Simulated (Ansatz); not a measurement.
O4Os, charge -1, doublet, geometry from GFN2-xTB (such geometries of metal compounds can be far from the true shape) (the multiplicity is a formal guess) (core potentials on Os) (a gas-phase anion, which may not be bound at this level). Base run: HF/def2-TZVP (Ansatz, an electronic-structure program).

Here is a job for Ansatz.
Ansatz 0.2 input:
```yaml
crystal:
  periodic: [false, false, false]
  atoms:
    - {symbol: Os, position_ang: [-0.00000000, -0.00000000, -0.00000000]}
    - {symbol: O, position_ang: [1.23593897, 0.79761312, -0.83467964]}
    - {symbol: O, position_ang: [0.86436642, -0.98148852, 1.07236789]}
    - {symbol: O, position_ang: [-1.08913292, -1.09361101, -0.69153912]}
    - {symbol: O, position_ang: [-1.01117247, 1.27748641, 0.45385087]}
basis:
  gaussian:
    orbitals: def2-TZVP
hamiltonian:
  xc: hf
total_charge: -1
magnetization: {spin_polarized: true, initial_magnetization: 1}
```

Variants of this job, named by their change:

```
change              basis functions      E (Eh)  core-seconds (rough)                outcome
------------------  ---------------  ----------  --------------------  ---------------------
base                            164  -389.37858                    30              converged
basis = def2-QZVPP                -           -                     -  cut at the time limit
basis = def2-SV(P)               81  -388.86297                     8              converged
basis = def2-SVP                 88  -388.95493                     6              converged
basis = def2-SVPD               127  -388.98868                    10              converged
basis = def2-TZVPP              180  -389.39271                    40              converged
basis = def2-TZVPD              203  -389.38377                    40              converged
basis = def2-QZVP               300  -389.40908                   100              converged
```

Totals compare only among sets that treat the same electrons; sets with core potentials leave the core out.

A gas-phase anion may not be bound at this level; its values then depend on the basis.
